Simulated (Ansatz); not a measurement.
Consider the cleavage of the B–Si bond: `[SiH3]O[SiH2]BS` + H–F → `FBS` + disiloxane.

Calculated with Ansatz (gas phase, PBE0-D4/def2-TZVP geometries, no zero-point term in ΔE). CCSD(T)/CBS is the MP2 limit (def2-TZVPP, def2-QZVPP) plus CCSD(T) − MP2 in def2-TZVPP, frozen cores. This one scheme is used for every species. Functionals use def2-TZVPP. Each species was taken in one conformer, which may not be the lowest.

CCSD(T)/CBS gives -127.9 kJ/mol.

Task: Another level gave -139.6 kJ/mol. Which?
A. CCSD(T)/def2-TZVPP
B. PBE0-D4/def2-TZVPP
C. BHLYP/def2-TZVPP
D. ωB97M-V/def2-TZVPP

Result: D. ωB97M-V -139.6, CCSD(T)/def2-TZVPP -132.9, BHLYP -154.8, PBE0-D4 -123.6 kJ/mol.

Largest T1 diagnostic among the species: 0.014.

From PBE to PBE0 (25 % exact exchange), in def2-TZVPP and without D4, ΔE moves by −3.2 kJ/mol. In def2-TZVPP, CCSD(T) changes the Hartree–Fock value by +37.6 kJ/mol (the triples alone add +4.9 kJ/mol) and MP2 by +35.9 kJ/mol. At CCSD(T), def2-SVP lies −23.5 kJ/mol from the extrapolated value and def2-TZVPP −5.1 kJ/mol.
